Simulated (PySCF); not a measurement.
Job file and geometry (Å, from GFN2-xTB) of an NMR shielding run on `[B@@H-]1(C)CC[S@+]1C`, C$_{4}$H$_{11}$BS, PySCF, GIAO PBE0/pcSseg-1 NMR shielding, non-relativistic, gas phase; density fitting, a coarse starting grid and PySCF grid level 2 are the driver's defaults:

```
$ OMP_NUM_THREADS=1 python probes_run.py task.json out

{"job": {"kind": "nmr", "xc": "PBE0", "basis": "pcSseg-1"}, "charge": 0, "multiplicity": 1}
C      0.390720    -1.771660     0.874109
B     -0.406219    -0.397529     1.052097
C     -1.478937     0.084877    -0.072725
C     -0.925283     1.491825    -0.235085
S      0.779352     1.253783     0.405741
C      1.574049     0.610022    -1.099518
H     -0.208427    -2.584033     1.283494
H      1.332794    -1.776814     1.420495
H      0.609352    -2.038000    -0.159124
H     -0.650137    -0.068379     2.160080
H     -2.527308     0.090826     0.222890
H     -1.418490    -0.461922    -1.015215
H     -1.396669     2.206506     0.436780
H     -0.888421     1.905287    -1.242621
H      0.950200    -0.156030    -1.544568
H      1.726230     1.433906    -1.790293
H      2.530198     0.189367    -0.807263
```

Q: Write the output of this run.

A: 
```
coarse grid: 13880 points
cycle   1  E = -581.5534531306  dE =  4.750e-01  |g| = 4.957e-01  |ddm| = 3.563e+00
cycle   2  E = -581.5246234343  dE =  2.883e-02  |g| = 5.962e-01  |ddm| = 1.172e+00
cycle   3  E = -581.6240808153  dE = -9.946e-02  |g| = 4.787e-02  |ddm| = 6.806e-01
cycle   4  E = -581.6245862084  dE = -5.054e-04  |g| = 2.187e-02  |ddm| = 8.337e-02
cycle   5  E = -581.6246983948  dE = -1.122e-04  |g| = 7.521e-03  |ddm| = 2.748e-02
cycle   6  E = -581.6247129434  dE = -1.455e-05  |g| = 1.208e-03  |ddm| = 8.542e-03
cycle   7  E = -581.6247133346  dE = -3.913e-07  |g| = 2.760e-04  |ddm| = 1.712e-03
final grid: 126880 points
cycle   8  E = -581.6620596432  dE = -5.415e-05  |g| = 1.007e-02  |ddm| = 3.834e-02
cycle   9  E = -581.6620430115  dE =  1.663e-05  |g| = 1.288e-02  |ddm| = 1.955e-02
cycle  10  E = -581.6620854171  dE = -4.241e-05  |g| = 8.816e-04  |ddm| = 1.191e-02
cycle  11  E = -581.6620856253  dE = -2.082e-07  |g| = 2.272e-04  |ddm| = 1.274e-03
cycle  12  E = -581.6620856368  dE = -1.143e-08  |g| = 8.631e-05  |ddm| = 2.761e-04
cycle  13  E = -581.6620856387  dE = -1.980e-09  |g| = 1.772e-05  |ddm| = 1.209e-04
cycle  14  E = -581.6620856388  dE = -7.742e-11  |g| = 3.926e-06  |ddm| = 2.092e-05
converged SCF energy = -581.6620856388

GIAO shielding tensors (ppm)
atom      isotropic    diamagn.    paramagn.     s11        s22        s33       span
  0 C      180.159     248.014     -67.856    168.928    178.994    192.554     23.626
  1 B       95.239     186.051     -90.811     62.707     93.911    129.100     66.393
  2 C      171.902     250.881     -78.979    152.963    170.490    192.252     39.289
  3 C      148.936     253.535    -104.600    133.104    142.318    171.384     38.280
  4 S      522.945    1057.801    -534.856    446.604    479.274    642.957    196.353
  5 C      167.985     252.483     -84.499    149.958    167.972    186.024     36.066
  6 H       31.409      28.885       2.524     27.483     27.907     38.836     11.353
  7 H       31.649      29.991       1.658     28.018     28.938     37.990      9.972
  8 H       31.427      31.192       0.234     27.523     31.880     34.878      7.355
  9 H       27.521      29.927      -2.407     25.450     26.885     30.227      4.777
 10 H       30.371      30.757      -0.386     25.976     27.636     37.502     11.526
 11 H       30.135      32.125      -1.990     27.213     29.124     34.067      6.854
 12 H       28.338      30.821      -2.483     23.812     26.611     34.591     10.780
 13 H       29.163      31.112      -1.949     24.465     27.064     35.960     11.494
 14 H       28.949      31.959      -3.010     24.151     28.786     33.909      9.757
 15 H       29.743      29.772      -0.029     24.546     27.199     37.483     12.936
 16 H       29.970      30.357      -0.386     25.151     27.009     37.751     12.600
```

Size and cost of the density-fitted run: 164 basis functions, 35 s wall time on 1 thread of an Arm Neoverse V1, shared host; peak memory 0.75 GiB.
